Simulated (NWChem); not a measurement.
System: C5H5F; SMILES FC1=CCC=C1

Here is an NWChem input.

```
start job
memory heap 200 mb stack 900 mb global 1100 mb
geometry units angstroms noautosym nocenter noautoz
  F      0.019646    -2.064338     0.000000
  C     -0.037257    -0.740915     0.000000
  C     -1.148683     0.019423     0.000000
  C     -0.703108     1.446320     0.000000
  C      0.793098     1.368257     0.000000
  C      1.172646     0.074527     0.000000
  H     -2.179722    -0.330047     0.000000
  H     -1.075462     2.001412     0.881517
  H     -1.075462     2.001412    -0.881517
  H      1.450118     2.238822     0.000000
  H      2.186176    -0.328188     0.000000
end
basis spherical
  * library sto-3g
end
dft
  xc b3lyp
  iterations 150
end
property
  response 1 0.0773
end
task dft property
```

STO-3G and 3-21G are far too small for this property and stand as cheap habits. The geometry was optimised at PBE0/def2-SVP.

Field at 589 nm.

Problem. What results follow from this input? (B3LYP/STO-3G.) Quantities: isotropic polarisability (bohr³); anisotropy (bohr³).

Solution. The isotropic polarisability (bohr³) is 28.1 and the anisotropy (bohr³) is 27.3.
